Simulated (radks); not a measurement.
Species: Nb. Configuration: [Kr] 4d4 5s1. All-electron calculation, Dirac Kohn-Sham, PBE, spin-unpolarised, spherical densities, point nucleus; open shells fill j = l - 1/2 first. Program: a radial shooting solver on a logarithmic mesh with Libxc functionals. Some entries of the table are withheld. Estimate them.

orbital  occ.  eigenvalue (hartree)  <r^2> (bohr^2)  r(max) (bohr)
1s1/2       2             -690.8770             (1)        0.02349
2s1/2       2             -96.61173         0.02938         0.1333
2p1/2       2             -88.65872         0.02224         0.1039
2p3/2       4             -85.13887         0.02361         0.1076
3s1/2       2             -16.11548             (2)         0.3957
3p1/2       2                   (3)          0.2243         0.3833
3p3/2       4                   (4)          0.2349         0.3925
3d3/2       4              -7.26592          0.2241         0.3330
3d5/2       6              -7.15980          0.2276         0.3357
4s1/2       2              -2.14004           1.526          1.032
4p1/2       2              -1.31620           1.891          1.107
4p3/2       4              -1.23926           1.986          1.133
5s1/2       1              -0.14537           16.09          3.088
4d3/2       4              -0.11248           6.225            (5)
4d5/2       0              -0.10684           6.447            (6)

Answer. 
(1) 1s1/2 <r^2> (bohr^2): 0.001757
(2) 3s1/2 <r^2> (bohr^2): 0.2251
(3) 3p1/2 eigenvalue (hartree): -13.12139
(4) 3p3/2 eigenvalue (hartree): -12.55130
(5) 4d3/2 r(max) (bohr): 1.490
(6) 4d5/2 r(max) (bohr): 1.505
